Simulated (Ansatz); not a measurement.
Start from `CBOC` and change one atom or group to get `C=COBC`.

Ansatz, PBE0-D4/def2-TZVP geometries, multiplicity 1. Each molecule was computed in one conformer, which needn't be the lowest.

```tsv
property	`CBOC`
size of the dipole moment (ωB97M-V/def2-TZVPP) / D	1.06
size of the dipole moment (B3LYP/def2-TZVPP) / D	1.06
LUMO energy (ωB97M-V/def2-TZVPP) / eV	2.07
HOMO–LUMO gap (ωB97M-V/def2-TZVPP) / eV	12.80
HOMO–LUMO gap (B3LYP/def2-TZVPP) / eV	8.16
HOMO energy (ωB97M-V/def2-TZVPP) / eV	-10.73
```

Question: What does the change do to each property? (Estimate.)

Answer: The calculation gave: 
```json
{"property": "size of the dipole moment (ωB97M-V/def2-TZVPP) / D", "`C=COBC`": "1.32", "shift": "0.26"}
{"property": "size of the dipole moment (B3LYP/def2-TZVPP) / D", "`C=COBC`": "1.30", "shift": "0.24"}
{"property": "LUMO energy (ωB97M-V/def2-TZVPP) / eV", "`C=COBC`": "1.76", "shift": "-0.31"}
{"property": "HOMO–LUMO gap (ωB97M-V/def2-TZVPP) / eV", "`C=COBC`": "11.42", "shift": "-1.38"}
{"property": "HOMO–LUMO gap (B3LYP/def2-TZVPP) / eV", "`C=COBC`": "6.75", "shift": "-1.41"}
{"property": "HOMO energy (ωB97M-V/def2-TZVPP) / eV", "`C=COBC`": "-9.66", "shift": "1.07"}
```

With PBE0 the HOMO rises by 0.99 eV and the LUMO falls by 0.41 eV, so the gap narrows by about 1.40 eV. PBE moves the HOMO by 0.69 eV and ωB97M-V by 1.07 eV. Dipoles are sizes alone; their direction can turn.

B3LYP here is the variant with VWN-RPA as its local correlation; programs differ in this.
